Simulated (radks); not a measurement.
Q: These are the eigenvalues of the occupied orbitals of an atom or ion with whole-number occupations (eV). Method: non-relativistic Kohn-Sham, SCAN, spin-polarised, spherical densities, point nucleus; meta-GGA in the generalised Kohn-Sham scheme; computed with a radial shooting solver on a logarithmic mesh with Libxc functionals.

orbital  eigenvalue
1s up     -690.3763
1s down   -688.1448
2s up      -51.1856
2s down    -46.1116
2p up      -30.9880
2p down    -25.5866

Which element is it, and in what charge state? The configuration may be excited. Open shells, if any, are filled with parallel spins first.

A: Z = 9, fluorine, charge +1: F+ in [He] 2s2 2p4. The list shows which subshells hold electrons but not how many an open one holds; the 1s level, -25.371 hartree, gives Z - s = 7.1 by -(Z - s)^2/2, which with screening narrows Z to a few neighbours, and the depths of the outer levels then fix element, charge and occupations together.
